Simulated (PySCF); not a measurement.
Species: C₅H₇F₂N.
Numbering: `[H]/[N:1]=[C:2]1\[CH2:3][CH2:4][C@@H:5]1[CH:6]([F:7])[F:8]` (hydrogens: H9 on N1; H10, H11 on C3; H12, H13 on C4; H14 on C5; H15 on C6)

Computed geometry: GFN2-xTB, gas phase.

Task: List the bond lengths, angles and torsions at this level.

Result: 
```csv
bond,length (pm),order
N1=C2,124.7,double
C2–C3,151.1,single
C3–C4,154.0,single
C4–C5,154.4,single
C5–C6,151.9,single
C6–F7,135.8,single
C6–F8,135.5,single
C2–C5,151.1,single
N1–H9,101.8,single
C3–H10,108.9,single
C3–H11,108.9,single
C4–H12,108.7,single
C4–H13,108.7,single
C5–H14,109.1,single
C6–H15,110.0,single
```

Orders are formal, as drawn. A selection of angles:
```csv
angle,degrees
N1–C2–C3,138.8
N1–C2–C5,128.7
C3–C2–C5,92.5
C2–C3–C4,88.7
C3–C4–C5,90.1
C4–C5–C6,117.1
C2–C5–C4,88.6
C2–C5–C6,113.9
C5–C6–F7,111.1
C5–C6–F8,111.4
F7–C6–F8,105.8
H9–N1–C2,115.8
```

Torsions: N1–C2–C3–C4 -176° (antiperiplanar); C2–C3–C4–C5 -2° (synperiplanar); C3–C4–C5–C6 118° (anticlinal); C4–C5–C6–F7 79° (synclinal); N1–C2–C5–C4 177° (antiperiplanar); H9–N1–C2–C3 -1° (synperiplanar).

The 4-membered ring C2–C3–C4–C5 has internal angles of 88.6° to 92.5°; it is almost planar, 0.01 Å rms from its mean plane, widest ring torsion 2°. Of the pairs four or more bonds apart, F8···H13 is among the closest relative to their van der Waals radii: 2.49 Å, 93 % of the sum of Bondi's values. The 5 C–C bonds span 1.511 Å (C2–C5, drawn single) to 1.544 Å (C4–C5, drawn single), a spread of 0.033 Å.

Point group: C1 (no symmetry element, even within 0.4 Å). Whether it is a minimum is left open (no frequencies). The numbers are those of one conformer.
